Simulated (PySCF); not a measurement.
C₆ coefficients of unlike pairs at UHF

Calculated with PySCF 2.14 from the dipole response of each species, C₆(A,B) = (3/π) ∫ α_A(iu) α_B(iu) du, in atomic units, from isotropic polarisabilities. For ions this is the dispersion term alone; charge-induced terms of lower order in 1/R come first.

```csv
species,configuration,basis,relativity,α (bohr³),C₆ (like pair)
Ga,[Ar] 3d10 4s2 4p1 (2P),aug-cc-pVDZ-DK (6s5p3d),spin-free X2C,56.30,490.4
O³⁺,[He] 2s2 2p1 (2P),"aug-cc-pVTZ with one added diffuse shell each of s, p, d, f type (6s5p4d3f)",none,1.414,1.324
Hf,[Xe] 4f14 5d2 6s2 (3F),def2-TZVPPD with the def2 core potential (60 electrons) (6s5p3d2f1g),core potential,120.5,1688
Te⁻,[Kr] 4d10 5s2 5p5 (2P),"aug-cc-pwCVTZ-DK3 with one added diffuse shell each of s, p, d, f type (11s10p8d5f1g)",spin-free X2C,89.95,1312
```

Question: Estimate C₆ for O³⁺ with Ga.

Answer: The integral gives 20.39. The combination rule 2 C_A C_B / (C_A α_B/α_A + C_B α_A/α_B) gives 19.96 and the geometric mean 25.48.

No spin-orbit coupling is included.

The other pairs:

```tsv
pair	C₆
Te⁻, O³⁺	35.19
Hf, O³⁺	36.18
Te⁻, Hf	1468
Te⁻, Ga	799.2
Hf, Ga	902.0
```
